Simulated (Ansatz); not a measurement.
Born–Oppenheimer molecular dynamics of C$_{2}$H$_{5}$NSi (9 atoms, charge 0, multiplicity 1). It starts at the highest image of a converged band. Of that band: Neighbouring images differ by up to 1.5 eV, so the band resolves the path poorly. A vibrational analysis at the climbing image gives one clearly imaginary mode, 1435i cm⁻¹: a first-order saddle point.

Method: Ansatz 0.2.0, RKS CAM-B3LYP/6-31G*.

```yaml
ensemble: NVE (velocity Verlet)
time_step: 0.5 fs
steps_asked: 200
starting_velocities_drawn_for: 100 K
seed: 12679
```

First frame:

```xyz
9
Properties=species:S:1:pos:R:3
C -0.983 1.399 -1.027
C 0.186 0.878 -0.604
N -0.172 -0.250 0.173
Si 0.482 -1.463 1.046
H -0.965 2.294 -1.659
H -1.274 0.083 -0.113
H 1.240 1.121 -0.724
H 1.931 -1.648 1.236
H -0.445 -2.413 1.672
```

(1) How far do the bonds stretch over the last three quarters of this one trajectory? (Pairs bonded in most of those frames.)

Answers

(1) 
```csv
bond,mean (Å),spread (Å),shortest,longest
C1–C2,1.357,0.060,1.26,1.49
C1–H5,1.099,0.047,1.02,1.18
C1–H6,1.192,0.199,0.87,1.47
C2–N3,1.396,0.067,1.27,1.53
C2–H7,1.101,0.041,1.01,1.22
N3–Si4,1.588,0.055,1.47,1.67
Si4–H8,1.491,0.032,1.44,1.54
Si4–H9,1.477,0.011,1.46,1.50
```

Mean temperature of the second half: 1896 K. The conserved energy stayed within 3.2 meV per atom of its start (net change -1.6 meV per atom), so there is no drift, though single steps change it by up to 27 meV in the whole system, a sign of fast motions only just resolved. The system heated up, since it started high on the potential surface and ran downhill. A run of 0.1 ps of so small a system gives no equilibrium averages. The orbitals stay closed-shell, which can raise the energy where a bond breaks towards radicals; this wasn't checked here.

Run time: 5.7 min on 2 threads of Arm Neoverse V1 (shared host), peak memory 0.15 GiB.
